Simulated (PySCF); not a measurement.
Molecule: SMILES C[Si](C)(Cl)Cl, C$_{2}$H$_{6}$Cl$_{2}$Si.

Geometry:
```tsv
atom	x (Å)	y (Å)	z (Å)
C1	1.458	-0.576	-0.374
Si2	0.047	0.605	-0.121
C3	-1.519	-0.175	0.503
Cl4	0.647	2.053	1.234
Cl5	-0.351	1.558	-1.919
H6	1.177	-1.369	-1.083
H7	2.334	-0.044	-0.773
H8	1.739	-1.041	0.584
H9	-2.310	0.582	0.608
H10	-1.868	-0.950	-0.197
H11	-1.346	-0.639	1.486
```

Geometry PBE0-D3(BJ)/def2-SVP throughout; GIAO in PySCF 2.14, gas phase, one conformer, non-relativistic; equivalent atoms averaged; functional PBE0.

For orientation, cc-pVDZ gives these absolute shieldings σ: C1/C3 189.2, Si2 369.9, Cl4/Cl5 901.2, H6/H7/H8/H9/H10/H11 30.71 ppm.

A run gave: C1/C3 187.7, Si2 375.7, Cl4/Cl5 889.1, H6/H7/H8/H9/H10/H11 30.66 ppm (absolute shieldings σ).

Q: Which basis set was used in that run?
A. pcSseg-1
B. 6-31G
C. aug-cc-pVDZ
D. cc-pVTZ

A: C. Si2 tells them apart best: aug-cc-pVDZ gives 375.7, pcSseg-1 gives 298.7, 6-31G gives 354.9, cc-pVTZ gives 315.1 ppm.
